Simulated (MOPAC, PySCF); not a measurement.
H3NSSi, SMILES `N[Si]S` (lower singlet), neutral singlet in the gas phase. This singlet lies 2.24 eV below the relaxed triplet at the level frozen-core CCSD(T)/cc-pVTZ // PBE0-D3(BJ)/def2-TZVP (Ansatz).

Cartesian coordinates (Å):
```xyz
6

N     -1.1960     0.0351     0.0516
Si     0.1715    -0.9873     0.0019
S      1.6685     0.5685    -0.0764
H     -1.2143     1.0440     0.0422
H     -2.1212    -0.3620     0.0953
H      2.6915    -0.2984    -0.1146
```
Charge 0, spin multiplicity 1.

All levels are single points at this geometry (PBE0-D3(BJ)/def2-TZVP); Pople sets use spherical d functions. Orbital energies aren't observables, and empty levels follow the basis.

```
level                           HOMO (eV)  LUMO (eV)  gap (eV)  dipole (D)  vertical IE, Delta-SCF (eV)
------------------------------  ---------  ---------  --------  ----------  ---------------------------
PBE0-D3(BJ)/def2-TZVP in PySCF      -6.65      -1.24      5.40        1.51                            –
B3LYP/3-21G in PySCF                -6.37      -1.28      5.09        2.26                            –
B3LYP/6-311+G** in PySCF            -6.60      -1.60      5.00        1.49                            –
BP86/6-31G* in PySCF                -5.64      -1.97      3.67        1.83                            –
AM1 in MOPAC                        -7.95      -0.57      7.38        1.74                            –
PM3 in MOPAC                        -8.39      -1.20      7.19        2.03                            –
```
